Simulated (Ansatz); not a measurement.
```yaml
crystal:
  periodic: [false, false, false]
  atoms:
    - {symbol: C, position_ang: [-0.335637, 0.995310, 0.404745]}
    - {symbol: In, position_ang: [0.354482, -0.864970, -0.353391]}
    - {symbol: F, position_ang: [2.261747, -1.209500, -0.556250]}
    - {symbol: Br, position_ang: [-0.914815, -2.832386, -1.089632]}
    - {symbol: H, position_ang: [-0.996761, 1.454783, -0.329062]}
    - {symbol: H, position_ang: [-0.889817, 0.818118, 1.325827]}
    - {symbol: H, position_ang: [0.520801, 1.638655, 0.597773]}
basis:
  gaussian: {orbitals: def2-mTZVPP, nuclear_model: gaussian}
total_charge: 3
magnetization: {spin_polarized: true, initial_magnetization: 1}
hamiltonian: {xc: {name: HSE06}}
```

```sh
$ ansatz run in.yaml --threads 4 --pin off --events-out ev --progress --plain --max-ram 10444MiB
```

Shortened log:

```
Functional definition: HSE06
1287 factors; integrals over basis functions are off by at most 1.1e-3 eV
81 factors; integrals over basis functions are off by at most 4.0e-7 eV
mean field evaluation 1: about -78907.8486 eV, gradient 1.1e2 eV
mean field evaluation 2: about -78111.0201 eV, gradient 2.9e2 eV
mean field evaluation 4: about -78886.1903 eV, gradient 1.0e2 eV
mean field evaluation 8: about -78960.1768 eV, gradient 2.8e1 eV
mean field evaluation 16: about -78964.6127 eV, gradient 5.8e0 eV
mean field evaluation 32: about -78964.8058 eV, gradient 5.4e-5 eV
mean field -78964.88931171 eV, -2901.9061578810 hartree, gradient 5.4e-6 eV, S^2 1.532866; 20 other end points of the search recorded, 0 dependent functions left out
reference -78964.88935023 eV, -2901.9061592966 hartree; 36, 35 occupied and 94, 95 virtual orbitals, 1287 factors
Total energy: -78964.88935023 eV, -2901.9061592966 hartree
```

Question: What is wrong with this run?

Answer: The charge is far from anything that the molecule holds. The calculation finished and met its thresholds. The result belongs to that input, not to the molecule as meant.

HSE06 is defined as in plane-wave codes.
